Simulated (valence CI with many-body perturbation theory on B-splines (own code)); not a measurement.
Ba⁷⁺ in brief

Method: configuration interaction combined with many-body perturbation theory (CI+MBPT): three valence electrons over a frozen Dirac-Fock core [Kr] 4d10, a basis of 8 s, 8 p, 9 d, 9 f, 6 g, 3 h, 2 i functions for each j, with the one-electron correlation potential Σ1, the two-electron term Σ2, the three-electron term Σ3, Breit, model QED; selected CI, second order for the rest, scaled by the run's own slope (own B-spline code, finite nucleus).

Set against measurement, 58 paired levels are off by 850 cm⁻¹ on average, the worst by 3081. These come from a selection out of Sansonetti and Curry, J. Phys. Chem. Ref. Data 39, 043103 (2010). Levels without a partner in it may be off by more, other configurations by several thousand cm⁻¹. 3 measured levels below the end of the list, from 249919 cm⁻¹ on, found no clear computed partner, and computed levels of the same name lie up to 9005 cm⁻¹ from them.

Rates and lifetimes use the calculated energies. Strong lines usually hold to 10 to 20 %, long lifetimes can be off by a factor of two.

What is the ground level?

5s2.5p 2P°_1/2, composition 98 % 5s2.5p 2P°, g = 0.665.

How well does LS coupling describe the low levels?

Among the lowest 20 levels the leading LS term, summed over configurations, holds 81 % on average. For single configurations the figures are 78 % in LS and 78 % in jj coupling. Terms mix most in the J = 5/2 level at 250660 cm⁻¹, where the leading one holds 48 %.

Where does the other parity begin?

At 5s.5p2 4P_1/2, 115680 cm⁻¹.

What is the ionisation energy?

101.3 eV; NIST lists 101 ± 2.1 eV (theoretical).

Among levels below 402330 cm⁻¹, which E1 lines absorb most strongly from the ground level?

to 5s2.5d 2D_3/2 at 43.30 nm, f = 1.08; to 5s.5p2 2P_1/2 at 57.16 nm, f = 0.594; to 5s.5p2 2D_3/2 at 63.42 nm, f = 0.287.

How is the term 2P° of the ground level split?

J = 1/2 at 0, J = 3/2 at 23599 cm⁻¹.

Name the longest-lived excited levels whose lifetime is computed, and their main decay.

5s2.5p 2P°_3/2 at 23599 cm⁻¹ lives 8.36 ms, mostly by M1 to 5s2.5p 2P°_1/2; 4f.5s2 2F°_7/2 at 138890 cm⁻¹ lives 594 μs, mostly by E2 to 5s2.5p 2P°_3/2; 4f.5s.5p 4D_1/2 at 275270 cm⁻¹ lives 9.81 μs, mostly by E1 to 5s2.5p 2P°_1/2. The lifetime of 4f.5s2 2F°_5/2 is too uncertain to give, and may be longer. The lifetime of 4f.5s.5p 4G_11/2 is too uncertain to give, and may be longer. The lifetime of 4f2.5s 4H_7/2 is too uncertain to give, and may be longer.
